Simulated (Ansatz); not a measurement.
Two members of one family (AlP nanocrystals, H-capped), computed with Ansatz in the gas phase. Binding counts from free atoms in the multiplicity of their measured ground term, without zero-point energy. Sets without diffuse functions give affinities that are too small. A dash marks a value that wasn't run or was left out as unsound. The structures are stationary points that may keep the symmetry of their start. Remarks come from the PBE and PBE0 runs and from stability tests at other levels; not every state was tested. A HOMO above zero means that the electron is unbound at that level and held by the basis, or that self-interaction error raises the level; the energy of removing that electron tells which.

First: Al10P10H30, cut from zinc blende (singlet, charge 0, r2SCAN-D4/def2-SVP geometry).

Cartesian coordinates in Å:
```
Al -0.489 1.096 -2.789
Al -0.771 -3.378 -2.755
Al 2.824 0.407 -1.045
Al 2.232 -3.539 -0.446
Al -3.922 -0.489 -1.438
Al 0.376 2.971 0.437
Al -3.757 1.705 1.594
Al -0.511 -0.862 0.639
Al 2.888 -1.013 3.192
Al -0.040 1.186 4.026
P -0.694 -1.119 -3.770
P -2.833 1.490 -2.397
P 0.521 0.855 -0.646
P -0.093 -2.918 -0.469
P 2.953 -1.795 -2.015
P 3.855 -0.146 1.083
P -2.832 -0.357 0.707
P -1.921 3.309 1.157
P 1.313 2.697 2.638
P 0.501 -0.805 2.788
H 0.241 2.107 -3.770
H -2.231 -3.983 -2.882
H 0.498 -4.064 -3.444
H 3.614 1.550 -1.812
H 2.483 -5.005 -1.003
H 2.992 -2.986 0.850
H -3.247 -1.571 -2.405
H -5.498 -0.332 -1.325
H 0.919 4.199 -0.410
H -4.830 2.178 0.505
H -4.092 1.662 3.142
H 3.385 -2.495 3.448
H 3.242 0.183 4.193
H -1.478 1.768 3.634
H 0.459 1.125 5.533
H -1.775 -1.008 -4.685
H 0.357 -1.138 -4.730
H -3.389 1.802 -3.666
H -3.057 2.732 -1.751
H -0.741 -3.900 0.334
H 2.388 -1.843 -3.315
H 4.318 -1.972 -2.367
H 4.973 -0.954 0.743
H 4.574 1.038 1.413
H -3.417 -1.409 1.468
H -2.421 4.265 0.227
H -1.813 4.180 2.275
H 1.348 4.000 3.199
H 2.708 2.443 2.601
H -0.111 -1.867 3.513
```

```csv
level,HOMO (eV),LUMO (eV),gap (eV),vertical EA (eV),binding per atom (eV)
PBE-D4/def2-SVP,-6.26,-2.23,4.03,0.92,2.90
r2SCAN-D4/def2-SVP,-6.57,-2.11,4.46,–,2.91
PBE0-D4/def2-SVP,-7.38,-1.52,5.86,0.63,2.89
```

Remarks: HOMO above zero (-1 doublet).

Second: Al13P13H34, cut from zinc blende (singlet, charge 0, r2SCAN-D4/def2-SVP geometry).

Cartesian coordinates in Å:
```
Al -2.629 3.325 2.366
Al -4.539 -0.386 0.829
Al 1.151 3.994 2.771
Al 3.549 0.024 2.649
Al -2.645 -3.162 1.155
Al 1.615 -3.367 1.918
Al -0.423 0.124 2.000
Al -1.643 1.698 -1.440
Al 2.159 1.320 -0.566
Al 0.060 -1.760 -1.335
Al -3.635 -1.571 -2.615
Al 3.918 -1.997 -1.262
Al 1.769 0.362 -4.791
P -0.541 2.272 2.987
P -2.524 -0.971 2.094
P -2.002 3.602 0.004
P -3.641 0.441 -1.267
P 1.420 -1.156 2.800
P 2.301 3.383 0.662
P 3.848 -0.098 0.236
P -0.619 -4.274 2.013
P -2.072 -2.772 -1.144
P 1.865 -3.000 -0.433
P 0.017 0.382 -0.320
P 2.450 1.792 -2.906
P 0.565 -1.453 -3.677
H -2.762 4.760 3.040
H -3.825 2.277 2.317
H -4.900 -1.912 0.442
H -5.614 0.530 1.548
H 0.385 5.316 2.306
H 2.218 3.980 3.944
H 4.664 -0.786 3.442
H 3.264 1.579 2.912
H -3.816 -4.153 1.540
H 2.703 -4.293 2.605
H -1.130 2.106 -2.894
H -5.063 -2.270 -2.608
H -2.839 -1.357 -3.989
H 5.183 -2.932 -1.041
H 3.543 -1.412 -2.715
H 3.095 -0.225 -5.435
H 0.679 1.210 -5.580
H -0.636 2.008 4.383
H -2.894 -1.115 3.461
H -2.986 4.388 -0.655
H -0.908 4.504 -0.114
H -4.650 1.274 -1.830
H 1.201 -1.343 4.195
H 3.695 3.613 0.798
H 2.019 4.406 -0.287
H 5.006 0.689 -0.035
H -0.881 -4.617 3.368
H -0.551 -5.596 1.490
H -1.853 -4.066 -1.701
H 1.732 -4.283 -1.040
H 1.879 3.076 -3.118
H 3.819 2.137 -3.066
H -0.704 -1.562 -4.314
H 1.148 -2.680 -4.095
```

Estimate the same table for the second.


| level | HOMO (eV) | LUMO (eV) | gap (eV) | vertical EA (eV) | binding per atom (eV) |
| --- | --- | --- | --- | --- | --- |
| PBE-D4/def2-SVP | -6.18 | -2.41 | 3.77 | 1.19 | 2.98 |
| r2SCAN-D4/def2-SVP | -6.49 | -2.31 | 4.18 | – | 2.99 |
| PBE0-D4/def2-SVP | -7.31 | -1.75 | 5.56 | 0.95 | 2.97 |

Remarks: HOMO above zero (-1 doublet).
